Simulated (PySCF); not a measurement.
How methods differ on the ionisation energy of Rh¹⁸⁺

Rh¹⁸⁺ [Ar] 3d9 [3d3/2^4 3d5/2^5, M_J = 5/2] → Rh¹⁹⁺ [Ar] 3d8 [3d3/2^4 3d5/2^4, M_J = 4], as a difference of total energies. Calculation: PySCF 2.14, in an uncontracted even-tempered set (17 s from 1.9 bohr⁻², ratio 2.8; 13 p from 2.4 bohr⁻², ratio 2.8; 8 d from 2.4 bohr⁻², ratio 2.8; 4 f from 12 bohr⁻², ratio 3); the two-component X2C-1e Hamiltonian. Correlated levels: [Ne] frozen; the 82 highest virtual spinors dropped. "Screened" scales the spin-orbit matrix elements by Boettger's factors to mimic the two-electron term; Breit and QED terms are absent.

```json
{"method": "GHF (spin-free)", "ionisation energy (eV)": "797.13"}
{"method": "GMP2 (spin-free)", "ionisation energy (eV)": "798.64"}
{"method": "GHF (screened spin-orbit)", "ionisation energy (eV)": "795.60"}
{"method": "GMP2 (screened spin-orbit)", "ionisation energy (eV)": "797.11"}
```

Task: How much does correlation contribute at GMP2 (screened spin-orbit)?

Result: 797.11 − (795.60) = 1.51 eV, measured against GHF (screened spin-orbit).

Breit and QED terms and the two-electron picture change are absent.

The spin-free rows relax to the high-spin LS determinant and lack the spin-orbit shift.

The labels give the starting determinants; with spin-orbit coupling the two ends relaxed to ⟨J²⟩ = 8.75, ⟨L²⟩ = 6.01, ⟨S²⟩ = 0.76 and ⟨J²⟩ = 20.00, ⟨L²⟩ = 12.23, ⟨S²⟩ = 1.95.

For comparison: 794 ± 3 eV (theoretical estimate listed by NIST; NIST Atomic Spectra Database, ionization energies).
